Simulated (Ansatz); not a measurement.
Cost and result for the atomization energy of CH₄OSiTe, SMILES `[TeH][SiH]1CO1` (8 atoms, 8 bonds).

Total charge 0; spin multiplicity 1. Correlated methods include outer-core shells of Te, which these sets cover unevenly. Te takes the def2 core potential. All single points use the PBE0-D4/def2-TZVP geometry. Program: Ansatz. All runs use 4 threads of an Arm Neoverse V1 on a shared host. Times are those of one run each, without the atoms' runs, and a repeat can differ threefold. Electronic energies, without spin–orbit coupling; frozen cores. CCSD(T)/CBS adds CCSD(T) − MP2 in def2-TZVPP to the MP2 limit, and its time is that of the two runs behind it. T1 = 0.013. With those shells the extrapolation isn't a true limit. B3LYP takes the VWN-RPA correlation (the form of Gaussian; ORCA's B3LYP/G).

CCSD(T)/CBS is a level of theory with its own doubt, some kJ/mol a heavy atom from the limit and from the frozen cores, so smaller differences don't rank the functionals.

| level | functions | wall time |
| --- | --- | --- |
| PBE-D4/def2-TZVPP (with forces) | 210 | 2.5 s |
| PBE0-D4/def2-TZVPP | 210 | 3.4 s |
| B3LYP-D4/def2-TZVPP (with forces) | 210 | 4.9 s |
| r2SCAN-D4/def2-TZVPP (with forces) | 210 | 5 s |
| B2PLYP/def2-TZVPP | 210 | 6.5 s |
| ωB97X-V/def2-TZVPP | 210 | 8 s |
| ωB97M-V/def2-TZVPP (with forces) | 210 | 11 s |
| MP2/def2-QZVPP | 386 | 23 s |
| CCSD(T)/def2-TZVPP | 210 | 110 s |
| CCSD(T)/CBS(def2) | – | 2.2 min |

Task: What atomization energy does each give, and how far from CCSD(T)/CBS? (Best estimate.)

Result: Computed: 
| level | atomization (kcal/mol) | difference from CCSD(T)/CBS | per bond |
| --- | --- | --- | --- |
| PBE-D4/def2-TZVPP (with forces) | 646.8 | 10.9 | 1.4 |
| PBE0-D4/def2-TZVPP | 630.8 | -5.1 | -0.6 |
| B3LYP-D4/def2-TZVPP (with forces) | 629.2 | -6.7 | -0.8 |
| r2SCAN-D4/def2-TZVPP (with forces) | 634.6 | -1.3 | -0.2 |
| B2PLYP/def2-TZVPP | 622.0 | -13.9 | -1.7 |
| ωB97X-V/def2-TZVPP | 635.3 | -0.6 | -0.1 |
| ωB97M-V/def2-TZVPP (with forces) | 631.0 | -4.9 | -0.6 |
| MP2/def2-QZVPP | 638.8 | 2.9 | 0.4 |
| CCSD(T)/def2-TZVPP | 612.8 | -23.1 | -2.9 |
| CCSD(T)/CBS(def2) | 635.9 | 0.0 | 0.0 |

From PBE to PBE0 (25 % exact exchange), in def2-TZVPP and without D4, the atomization energy moves by −15.3 kcal/mol: exact exchange takes away binding that semilocal exchange gives to molecules. In def2-TZVPP, CCSD(T) changes the Hartree–Fock value by +184.6 kcal/mol (the triples alone add +13.1 kcal/mol) and MP2 by +196.9 kcal/mol; breaking electron pairs costs correlation energy, which Hartree–Fock lacks. The D4 term adds +7.4 kcal/mol with B3LYP and +3.9 kcal/mol with PBE0; it sums over pairs of atoms, weighted by their polarisabilities, and B3LYP, whose exchange is more repulsive, gets the larger term.

Spin–orbit coupling would lower the free Te atoms strongly, and the atomization energy with them, by more than many differences here.
